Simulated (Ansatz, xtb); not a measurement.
## CH2BF3: where a starting geometry ends

The starting geometry of this gas-phase singlet was built from a drawn formula by distance geometry and a force field; its bonds are those of `[CH2+][B-](F)(F)F`.

```yaml
atoms:
  - { symbol: C, position_ang: [-0.1985, -1.1076, -0.3510] }
  - { symbol: B, position_ang: [-1.4949, -1.8031, -0.0521] }
  - { symbol: F, position_ang: [-2.5234, -1.4718, -1.0452] }
  - { symbol: F, position_ang: [-2.0271, -1.3297, 1.2861] }
  - { symbol: F, position_ang: [-1.4303, -3.2540, -0.0516] }
  - { symbol: H, position_ang: [0.2982, -1.2615, -1.3268] }
  - { symbol: H, position_ang: [0.2596, -0.4546, 0.2832] }
```

Task: Where would you expect an optimisation with r2SCAN-D4/def2-SVP to take it?

Result: It rearranges to `FCB(F)F`. Distances that change by over a tenth: B2–F4 (1.52 → 1.32 Å). Contacts that open: B2–F3 (1.47 → 2.45 Å). Contacts that close: C1–F3 (2.45 → 1.38 Å).

The energy falls by 2.76 eV over 24 steps:

```tsv
step	E − E(last) (eV)
1	2.763
4	1.692
6	1.108
9	0.380
11	0.167
14	0.153
16	0.140
19	0.034
21	0.004
24	0.000
```

Final geometry (Å):

| atom | x (Å) | y (Å) | z (Å) |
| --- | --- | --- | --- |
| C | -0.6929 | -1.0633 | -0.5672 |
| B | -1.4124 | -2.1130 | 0.3520 |
| F | -1.1800 | -1.0739 | -1.8588 |
| F | -1.0523 | -2.2203 | 1.6213 |
| F | -2.3696 | -2.9008 | -0.0895 |
| H | 0.3972 | -1.2623 | -0.5796 |
| H | -0.8064 | -0.0488 | -0.1357 |

From the same start GFN2-xTB reaches the same bonding as this run.

No frequencies were run, so the end isn't proven a minimum. Run with Ansatz 0.2.0, 110 s on 1 thread of Intel(R) Xeon(R) Processor @ 2.50GHz (Skylake/Cascade Lake), on a shared host.
